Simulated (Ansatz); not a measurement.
Relaxation of CH9FSi2 (13 atoms, charge 0, multiplicity 1), to a largest force component of 0.03 eV/Å in at most 50 steps.

Level of theory: RKS BHLYP-D4/STO-3G in Ansatz 0.2.0.

```xyz
13
Properties=species:S:1:pos:R:3
Si -1.088 -0.742 0.700
F -0.702 -1.838 -0.477
H -2.130 -1.302 1.514
H -1.580 0.461 0.093
C 0.399 -0.381 1.759
H 0.597 -0.432 -1.519
Si 0.594 0.938 -1.910
H 0.128 0.275 2.584
H 0.810 -1.294 2.188
H 1.191 0.107 1.195
H 1.656 1.180 -2.838
H -0.658 1.256 -2.529
H 0.782 1.773 -0.761
```

Question: Where does it end, and by what steps?

Answer: It converged. Limits of this set-up: minimal basis. After 3 steps the energy has fallen by 0.059 eV; H12 moved furthest, 0.24 Å.

```
step  energy less start (eV)  largest force component (eV/Å)  accepted
   0                  0.0000                           0.667       yes
   1                 -0.0520                           0.456       yes
   2                 -0.0364                           0.678        no
   3                 -0.0591                           0.028       yes
```

```xyz
13
Properties=species:S:1:pos:R:3
Si -1.150 -0.823 0.835
F -0.745 -1.850 -0.367
H -2.165 -1.425 1.652
H -1.674 0.384 0.260
C 0.353 -0.430 1.860
H 0.641 -0.337 -1.683
Si 0.676 1.033 -2.096
H 0.095 0.226 2.689
H 0.803 -1.328 2.277
H 1.109 0.075 1.264
H 1.743 1.234 -3.026
H -0.568 1.376 -2.713
H 0.882 1.865 -0.951
```

Whether the end is a true minimum wasn't checked by a vibrational analysis.

Run time: 19 s on 1 thread of Arm Neoverse N1 (shared host), peak memory 0.13 GiB.
